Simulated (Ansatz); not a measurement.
Reaction (cleavage of the Si–In bond): `F[SiH2][InH2]` + `CN[SiH2]Cl` → `CN([SiH2]F)[SiH2]Cl` + `[InH3]`

Isolated molecules relaxed with PBE0-D4/def2-TZVP in Ansatz; ΔE leaves out vibrations. CCSD(T)/CBS is the MP2 limit (def2-TZVPP, def2-QZVPP) plus CCSD(T) − MP2 in def2-TZVPP, frozen cores. Functionals use def2-TZVPP. B3LYP here is the variant with VWN-RPA as its local correlation; programs differ in this. def2 core potentials past Kr. For In outer-core shells are correlated without core-valence functions, which leaves a few kJ/mol of doubt a bond. Each species was taken in one conformer, which may not be the lowest.

```tsv
level	ΔE (kJ/mol)
B3LYP	-42.5
MP2/CBS(def2)	-60.6
```

Task: What does CCSD(T)/CBS give? (Estimate.)

Result: The calculation gave: -56.4 kJ/mol. The listed levels differ from it by 13.9, -4.2 kJ/mol.

Largest T1 diagnostic among the species: 0.014.

From PBE to PBE0 (25 % exact exchange), in def2-TZVPP and without D4, ΔE moves by −7.0 kJ/mol. The D4 term adds −11.4 kJ/mol with B3LYP and −6.3 kJ/mol with PBE0; it sums over pairs of atoms, weighted by their polarisabilities, and B3LYP, whose exchange is more repulsive, gets the larger term.
